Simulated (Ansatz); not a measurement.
The inner images of a band of ClGe2H5 + H2O (11 atoms, charge 0, multiplicity 1) are given out of order.

All numbers below come from RKS BHLYP/def2-SVP in Ansatz 0.2.0.

Initial state:

```xyz
11
Properties=species:S:1:pos:R:3
Ge -0.130 -0.363 -0.091
Cl -0.180 -0.343 2.111
Ge 2.199 -0.226 -0.775
H 2.536 -1.446 -1.646
H 2.447 1.040 -1.591
H 3.093 -0.257 0.463
H -1.004 0.806 -0.539
H -0.804 -1.688 -0.463
O 1.356 2.224 1.011
H 2.184 2.640 1.239
H 1.084 1.745 1.796
```

Final state:

```xyz
11
Properties=species:S:1:pos:R:3
Ge 0.142 0.712 -0.435
Cl 1.641 -0.578 2.905
Ge 2.309 -0.298 -0.904
H 2.413 -1.687 -0.283
H 2.470 -0.406 -2.426
H 3.410 0.614 -0.357
H -0.192 1.849 -1.411
H -1.012 -0.286 -0.370
O 0.168 1.459 1.213
H 0.473 2.364 1.236
H 0.960 0.389 2.349
```

Task: Put them in order from the first end to the last, with their energies above the first end.
A.
```xyz
11
Properties=species:S:1:pos:R:3
Ge 0.167 0.651 -0.349
Cl 1.388 -0.660 2.735
Ge 2.361 -0.274 -0.898
H 2.460 -1.752 -0.529
H 2.557 -0.129 -2.414
H 3.460 0.521 -0.190
H -0.297 1.669 -1.399
H -0.907 -0.407 -0.114
O 0.203 1.572 1.211
H 0.519 2.472 1.154
H 0.870 0.469 2.309
```
B.
```xyz
11
Properties=species:S:1:pos:R:3
Ge 0.298 0.362 -0.121
Cl 1.179 -0.822 2.034
Ge 2.450 -0.347 -0.996
H 2.633 -1.845 -0.794
H 2.537 0.002 -2.492
H 3.529 0.443 -0.254
H -0.125 1.636 -0.914
H -0.927 -0.538 -0.092
O 0.132 1.633 1.504
H 0.498 2.518 1.444
H 0.578 1.091 2.197
```
C.
```xyz
11
Properties=species:S:1:pos:R:3
Ge 0.237 0.541 -0.223
Cl 1.214 -0.635 2.384
Ge 2.423 -0.326 -0.911
H 2.575 -1.824 -0.657
H 2.536 -0.073 -2.427
H 3.533 0.456 -0.213
H -0.199 1.660 -1.168
H -0.886 -0.478 -0.053
O 0.172 1.585 1.341
H 0.478 2.493 1.303
H 0.698 0.734 2.139
```
D.
```xyz
11
Properties=species:S:1:pos:R:3
Ge 0.274 -0.076 -0.211
Cl 0.655 -0.671 1.881
Ge 2.418 -0.552 -1.234
H 2.706 -2.043 -1.070
H 2.441 -0.171 -2.716
H 3.478 0.259 -0.485
H -0.134 1.390 -0.235
H -0.889 -0.961 -0.652
O 0.272 2.509 2.022
H 1.156 2.816 1.832
H 0.403 1.633 2.385
```
E.
```xyz
11
Properties=species:S:1:pos:R:3
Ge -0.021 -0.219 -0.164
Cl 0.059 -0.651 1.993
Ge 2.262 -0.348 -0.974
H 2.669 -1.823 -1.057
H 2.352 0.264 -2.377
H 3.210 0.387 -0.030
H -0.719 1.126 -0.314
H -0.902 -1.335 -0.734
O 1.084 2.368 1.416
H 1.956 2.649 1.687
H 0.833 1.713 2.068
```

Result: E (+5.4 kJ/mol), D (+16.1 kJ/mol), B (+101.3 kJ/mol), C (+85.9 kJ/mol), A (+47.0 kJ/mol).

The run took 8.6 min on 4 threads of Arm Neoverse V1 (shared host), peak memory 0.41 GiB.
